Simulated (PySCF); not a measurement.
Stepwise substitution at one centre (Sn OCH3-SH). All species are isolated molecules in the gas phase. One relaxed conformer stands for each flexible species; it need not be the lowest. Strings in code marks are SMILES.

Level of theory: ωB97X-D3(BJ)/def2-TZVP // PBE0-D3(BJ)/def2-SVP in PySCF. All candidates: neutral, multiplicity 1. Delta-SCF ions had no search for a lower state. Excitations are Tamm–Dancoff values on a coarser integration grid. The basis has no diffuse functions, so Rydberg states are missing or too high.

```json
{
  "HOMO": "-10.25 eV",
  "vertical ionisation energy (Delta-SCF)": "10.17 eV",
  "T1 excitation (TDA)": "4.69 eV"
}
```

### Question
Say which member has these values.
A. `C[O][Sn]([SH])([SH])[O]C`
B. `C[O][Sn]([SH])([SH])[SH]`
C. `[SH][Sn]([SH])([SH])[SH]`

### Answer
A, `C[O][Sn]([SH])([SH])[O]C`. The others give `[SH][Sn]([SH])([SH])[SH]`: -10.13 eV, 9.95 eV, 4.50 eV; `C[O][Sn]([SH])([SH])[SH]`: -10.12 eV, 9.94 eV, 4.52 eV
